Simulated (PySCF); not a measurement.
Ga₂H₄, SMILES [GaH2][GaH2-], charge -1, multiplicity 2. The structure is a stationary point at PBE-D3(BJ)/def2-SVPD.

Method: PBE-D3(BJ)/def2-SVPD run with PySCF.

Harmonic wavenumbers (cm⁻¹): 258, 269, 274, 290, 426, 429, 682, 758, 1720, 1723, 1725, 1757. Rotational constants (GHz): 70.85, 2.322, 2.248; symmetry number 4.

Work out the zero-point energy and the ideal-gas rigid-rotor harmonic-oscillator thermochemistry at 298.15 K and 1 atm.

ZPE = ½ Σ hcν = ½ × 10310 cm⁻¹ = 61.67 kJ/mol. H − E(el) = 78.43 kJ/mol. Entropy in J/(mol K): translation 170.68, rotation 90.05, vibration 36.20, spin 5.76, total 302.70. G − E(el) = -11.82 kJ/mol. Cp = 81.09 J/(mol K).
